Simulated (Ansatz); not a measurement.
Correlation energies of `[CH3][Ge]([CH3])([CH3])[NH2]` by basis set

Cartesian coordinates in Å:
```
C 1.421 -0.208 -1.231
Ge -0.048 0.117 0.029
C 0.460 -0.487 1.813
C -1.673 -0.757 -0.602
N -0.470 1.913 0.201
H 2.329 0.302 -0.902
H 1.636 -1.276 -1.307
H 1.162 0.161 -2.225
H -0.354 -0.303 2.516
H 0.687 -1.555 1.809
H 1.346 0.047 2.163
H -2.494 -0.568 0.091
H -1.524 -1.836 -0.684
H -1.957 -0.379 -1.586
H 0.281 2.484 0.565
H -0.802 2.345 -0.651
```

The species carries charge 0 and has multiplicity 1. Correlated methods include outer-core shells of Ge, which these sets cover unevenly. Scalar relativity is left out up to krypton. The geometry is a stationary point of PBE0-D4/def2-TZVP. It is one conformer, not always the lowest. Frozen core, restricted reference, Ansatz.

```csv
basis,HF (Eh),MP2 corr.
def2-SVP,-2249.46589,-0.84631
def2-TZVPP,-2249.93360,-1.02167
def2-QZVPP,-2249.98359,-1.33344
```

(1) Estimate the CCSD correlation energy and the (T) correction in each basis where they were run (hartree).

## Answers

(1) 
```tsv
basis	CCSD corr.	(T)
def2-SVP	-0.90195	-0.02561
```
